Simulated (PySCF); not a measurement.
**Electron correlation in Ag⁺ (silver, charge +1)**

Starting occupation: [Kr] 4d10. Computed with PySCF 2.14 in x2c-TZVPPall-2c with one added diffuse shell each of s, p, d, f type (9s10p8d3f1g, 109 functions), with X2C-1e with screened-nucleus spin-orbit coupling, Gaussian nucleus. Frozen: [Ar] 3d10; 18 electrons correlated; the 6 highest virtual spinors left out.

MP2 pair energies summed by pair of shells (mhartree):

```json
{"pair": "4d3/2-4d5/2", "energy": "-176.87", "share (%)": "26.8"}
{"pair": "4d5/2-4d5/2", "energy": "-125.97", "share (%)": "19.1"}
{"pair": "4d5/2-4p3/2", "energy": "-73.47", "share (%)": "11.1"}
{"pair": "4d3/2-4d3/2", "energy": "-54.75", "share (%)": "8.3"}
{"pair": "4d3/2-4p3/2", "energy": "-49.11", "share (%)": "7.4"}
{"pair": "4d5/2-4p1/2", "energy": "-35.55", "share (%)": "5.4"}
{"pair": "4d3/2-4p1/2", "energy": "-24.61", "share (%)": "3.7"}
{"pair": "4p3/2-4p3/2", "energy": "-23.30", "share (%)": "3.5"}
{"pair": "4d5/2-4s1/2", "energy": "-22.38", "share (%)": "3.4"}
{"pair": "4p1/2-4p3/2", "energy": "-22.33", "share (%)": "3.4"}
{"pair": "4p3/2-4s1/2", "energy": "-17.33", "share (%)": "2.6"}
{"pair": "4d3/2-4s1/2", "energy": "-15.07", "share (%)": "2.3"}
{"pair": "4p1/2-4s1/2", "energy": "-8.74", "share (%)": "1.3"}
{"pair": "4p1/2-4p1/2", "energy": "-6.18", "share (%)": "0.9"}
{"pair": "4s1/2-4s1/2", "energy": "-4.41", "share (%)": "0.7"}
```

Total MP2 correlation energy: -660.08 mhartree.

The virtual space was cut to 108 spinors, which keep -644.37 of the -660.08 mhartree of MP2 correlation.

```
  level  correlation energy (mhartree)
   CCSD                        -611.60
    (T)                         -15.17
CCSD(T)                        -626.77
```

Diagnostics: T1 = 0.0046, largest double amplitude 0.029.

Q: Is a single reference adequate?

A: Yes: T1 lies below 0.03 and no double amplitude reaches 0.07.

This basis was not built for core-valence correlation, so the inner-shell part is incomplete.
